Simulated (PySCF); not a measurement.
Fill in the blanks.

Compound: potassium bromide, KBr.
Structure used (PBE0-D3(BJ)/def2-SVP), in Å, numbered top down from 1:
```
atom  x, y, z in Å
K1     1.422   -0.008   -0.003
Br2   -1.416    0.011   -0.025
```

```tsv
property	level	value
point group	PBE0-D3(BJ)/def2-SVP	C∞v
rotational constant B (linear)	PBE0-D3(BJ)/def2-SVP	2.405 GHz
dipole moment	CAM-B3LYP/def2-SVPD	?
HOMO energy	CAM-B3LYP/def2-SVPD	-7.08 eV
LUMO energy	CAM-B3LYP/def2-SVPD	?
lowest singlet excitation	TDDFT CAM-B3LYP/def2-SVPD	?
lowest triplet excitation (Tamm–Dancoff)	TDA CAM-B3LYP/def2-SVPD	?
static isotropic polarisability	CAM-B3LYP/def2-SVPD	?
vertical electron affinity	ΔSCF CAM-B3LYP/def2-SVPD	0.67 eV
electronic spatial extent ⟨r²⟩ about the centre of nuclear charge	CAM-B3LYP/def2-SVPD	417 bohr²
isotropic shieldings of nuclei other than C and H, by class	GIAO HF/pcSseg-2	?
```

Electronic properties: PySCF, gas phase, density fitting. Relativistic effects, spin–orbit coupling among them, are left out although an element past zinc is present.

(1) The isotropic shieldings of nuclei other than C and H, by class?

(2) What is the static isotropic polarisability?

(3) The dipole moment?

(4) What is the lowest singlet excitation?

(5) The lowest triplet excitation (Tamm–Dancoff)?

(6) Give the LUMO energy.

Answers

(1) 1242 (K1), 2927 (Br2) ppm.

(2) 44.8 au.

(3) 10.88 D.

(4) 3.84 eV (323 nm, f = 0.034 summed over 2 states within 0.01 eV).

(5) 3.79 eV.

(6) -1.07 eV.

−ε(LUMO) is 1.07 eV against a ΔSCF electron affinity of 0.67 eV. B corresponds to 0.0802 cm⁻¹ and a moment of inertia of 210.2 u Å² (most abundant isotopes). In atomic units the dipole is 4.28 e·bohr (1 au = 2.5417 D).
